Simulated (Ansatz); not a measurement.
Calculated with Ansatz (gas phase, PBE0-D4/def2-TZVP geometries, no zero-point term in ΔE). CBS: MP2 limit from def2 TZ/QZ plus the TZ coupled-cluster correction, frozen cores. This one scheme is used for every species. DFT in def2-TZVPP. B3LYP here is the variant with VWN-RPA as its local correlation; programs differ in this. def2 core potentials past Kr. For As, Te outer-core shells are correlated without core-valence functions, which leaves a few kJ/mol of doubt a bond. Scalar relativity is left out up to krypton. Each species was taken in one conformer, which may not be the lowest.

Reaction (ligand exchange at a Te–Si bond): `C[SiH2][Te]C` + `O[AsH2]` → `C[Te][AsH]O` + `C[SiH3]`

CCSD(T)/CBS gives -8.7 kJ/mol.

(1) Another level gave -8.9 kJ/mol. Which?
A. B97M-V/def2-TZVPP
B. CCSD/def2-TZVPP
C. BLYP-D4/def2-TZVPP
D. B3LYP-D4/def2-TZVPP

(2) What do rigid-rotor, harmonic-oscillator terms from PBE0-D4/def2-TZVP frequencies (298.15 K, 1 bar) make of the CCSD(T)/CBS value? (Best estimate.)

Largest T1 diagnostic among the species: 0.012.

Results:

(1) A. B97M-V -8.9, B3LYP-D4 -17.5, BLYP-D4 -23.8, CCSD/def2-TZVPP -4.2 kJ/mol.

(2) Ansatz gave: ΔZPE = +0.4 kJ/mol, ΔH = -8.6 kJ/mol, ΔS = -16 J/(mol·K), ΔG = -3.7 kJ/mol. Modes under 50 cm⁻¹ make the entropy rough.

From PBE to PBE0 (25 % exact exchange), in def2-TZVPP and without D4, ΔE moves by +6.6 kJ/mol. Leaving LDA and LC-ωPBE aside and taking each functional with its dispersion term where it has one, the values, not all of them listed here, spread over 17.9 kJ/mol, from BLYP-D4 to PBE-QIDH.

CCSD(T)/CBS has its own doubt, a few kJ/mol and more with outer-core shells, so smaller differences from it don't rank the levels.
